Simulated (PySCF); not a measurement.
**Electronic structure of Re⁺ (rhenium, charge +1) at the UHF level**

Configuration: [Xe] 4f14 5d5 6s1, high-spin 7S determinant. Computed with PySCF 2.14 in x2c-TZVPPall, with the spin-free X2C one-electron Hamiltonian (Gaussian nucleus).

```
Total energy                        : -16688.007902 hartree
One-electron energy                 : -22879.4669 hartree
Hartree (Coulomb) energy            : 6522.9212 hartree
Exchange energy                     : -331.4622 hartree
⟨S²⟩                                : 12.0071
⟨L²⟩                                : 0.000
Sum of ⟨r⟩                          : 42.04 bohr
Sum of ⟨r²⟩                         : 52.65 bohr²
Langevin diamagnetic susceptibility : -41.7 ×10⁻⁶ cm³/mol
```

```csv
shell,electrons,mean orbital energy (hartree),"rms radius, mean of both spins (bohr)"
1s α,1,-2648.41028,0.0204
1s β,1,-2648.40979,0.0204
2s α,1,-464.66021,0.0824
2s β,1,-464.64126,0.0824
2p α,3,-406.76986,0.0751
2p β,3,-406.75165,0.0751
3s α,1,-110.13594,0.210
3s β,1,-110.13032,0.210
3p α,3,-92.69500,0.212
3p β,3,-92.69026,0.212
3d α,5,-72.19187,0.194
3d β,5,-72.17715,0.194
4s α,1,-24.44298,0.468
4s β,1,-24.41965,0.468
4p α,3,-18.59509,0.498
4p β,3,-18.57404,0.498
4d α,5,-10.99023,0.538
4d β,5,-10.95716,0.538
5s α,1,-4.08243,1.12
5s β,1,-3.87333,1.12
5p α,3,-2.54723,1.30
4f α,7,-2.50934,0.638
4f β,7,-2.48461,0.638
5p β,3,-2.23909,1.30
5d α,5,-0.72527,1.96
6s α,1,-0.59001,3.09
```

Spin-orbit coupling, which splits the p, d and f shells strongly at this Z, is absent.

Densities and radii are taken from the X2C orbitals without a picture-change correction, which distorts them close to the nucleus.

Spin-orbit constants ζ (cm⁻¹) from the X2C one-electron operator on these orbitals: bare nucleus, nucleus screened by l(l+1)(2l+1)/3 electrons, and screened by the Breit-Pauli mean field of the electrons.

| shell | bare | screened nucleus | mean field |
| --- | --- | --- | --- |
| 2p | 7248000 | 7055000 | n/a |
| 3p | 1590000 | 1548000 | n/a |
| 3d | 248200 | 215100 | n/a |
| 4p | 366700 | 356900 | n/a |
| 4d | 49710 | 43080 | n/a |
| 4f | 8988 | 5632 | n/a |
| 5p | 50060 | 48730 | n/a |
| 5d | 3444 | 2985 | n/a |
